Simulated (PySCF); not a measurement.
Compound: C5H14Si3.
Atom-mapped SMILES: `[CH2:1]=[CH:2][C:3](=[CH2:4])[CH2:5][SiH2:6][SiH2:7][SiH3:8]` (hydrogens: H9, H10 on C1; H11 on C2; H12, H13 on C4; H14, H15 on C5; H16, H17 on Si6; H18, H19 on Si7; H20, H21, H22 on Si8)

The same species was optimised twice, with GFN2-xTB and with PBE0-D3(BJ)/def2-SVP (PySCF), and the same property calculations (PySCF, gas phase) were run on both structures.

```
        coordinate  GFN2-xTB  PBE0-D3(BJ)/def2-SVP  change
       Si7–Si8 (Å)     2.314                 2.346  +0.032
       Si6–Si7 (Å)     2.317                 2.345  +0.028
         C1=C2 (Å)     1.328                 1.340  +0.012
         C3=C4 (Å)     1.336                 1.347  +0.011
        C5–Si6 (Å)     1.917                 1.908  -0.009
         C3–C5 (Å)     1.491                 1.500  +0.009
         C2–C3 (Å)     1.457                 1.466  +0.009
   Si6–Si7–Si8 (°)     116.4                 113.7    -2.7
     C3–C5–Si6 (°)     111.6                 112.9    +1.3
      C4–C3–C5 (°)     121.2                 121.5    +0.3
    C5–Si6–Si7 (°)     109.5                 109.8    +0.3
      C1–C2–C3 (°)     126.5                 126.2    -0.3
      C2–C3–C4 (°)     119.5                 119.3    -0.2
      C2–C3–C5 (°)     119.3                 119.1    -0.2
   C1–C2–C3–C4 (°)       180                   178      -2
  C2–C3–C5–Si6 (°)        80                    75      -5
 C3–C5–Si6–Si7 (°)        47                    33     -14
C5–Si6–Si7–Si8 (°)       -80                   -73      +7
```

Rotational constants: A = 1338, B = 805.7, C = 671.3 MHz (GFN2-xTB) against A = 1234, B = 913.9, C = 733.4 MHz (PBE0-D3(BJ)/def2-SVP). Point groups within 0.08 Å: C1 and C1.

On the GFN2-xTB structure: HOMO (eV) -6.77 [PBE0/pcSseg-1]; LUMO (eV) -1.00 [PBE0/pcSseg-1]; dipole (D) 0.59 [PBE0/pcSseg-1]; GIAO shielding of C1 (ppm) 63.8 [PBE0/pcSseg-1]; GIAO shielding of C2 (ppm) 41.5 [PBE0/pcSseg-1]; GIAO shielding of C3 (ppm) 34.3 [PBE0/pcSseg-1]; GIAO shielding of C4 (ppm) 63.4 [PBE0/pcSseg-1]; GIAO shielding of C5 (ppm) 169.1 [PBE0/pcSseg-1]; GIAO shielding of Si6 (ppm) 414.6 [PBE0/pcSseg-1]; GIAO shielding of Si7 (ppm) 482.2 [PBE0/pcSseg-1]; GIAO shielding of Si8 (ppm) 459.9 [PBE0/pcSseg-1].

**Question.** What do these properties become on the PBE0-D3(BJ)/def2-SVP structure?

**Answer.** 
```
                                    property          level  on GFN2-xTB  on PBE0-D3(BJ)/def2-SVP  change
                                   HOMO (eV)  PBE0/pcSseg-1        -6.77                    -6.84   -0.07
                                   LUMO (eV)  PBE0/pcSseg-1        -1.00                    -1.09   -0.09
                                  dipole (D)  PBE0/pcSseg-1         0.59                     0.93   +0.34
energy, GFN2-xTB geometry as zero (kcal/mol)  PBE0/pcSseg-1          0.0                     -2.9    -2.9
                  GIAO shielding of C1 (ppm)  PBE0/pcSseg-1         63.8                     60.2    -3.6
                  GIAO shielding of C2 (ppm)  PBE0/pcSseg-1         41.5                     36.7    -4.8
                  GIAO shielding of C3 (ppm)  PBE0/pcSseg-1         34.3                     32.6    -1.7
                  GIAO shielding of C4 (ppm)  PBE0/pcSseg-1         63.4                     59.2    -4.2
                  GIAO shielding of C5 (ppm)  PBE0/pcSseg-1        169.1                    170.0    +0.9
                 GIAO shielding of Si6 (ppm)  PBE0/pcSseg-1        414.6                    409.5    -5.1
                 GIAO shielding of Si7 (ppm)  PBE0/pcSseg-1        482.2                    471.7   -10.5
                 GIAO shielding of Si8 (ppm)  PBE0/pcSseg-1        459.9                    450.7    -9.2
```

The heavy atoms differ by 0.264 Å rms after alignment. Among bonds between heavy atoms Si7–Si8 changes most (+0.032 Å). Changes are differences of the printed values. Neither structure is proved a minimum here.

Conformer computed: `[CH2:1]=[CH:2][C:3](=[CH2:4])[CH2:5][SiH2:6][SiH2:7][SiH3:8]`: C1–C2–C3–C4 178°, C2–C3–C5–Si6 75°, C3–C5–Si6–Si7 33°, C5–Si6–Si7–Si8 -73°.
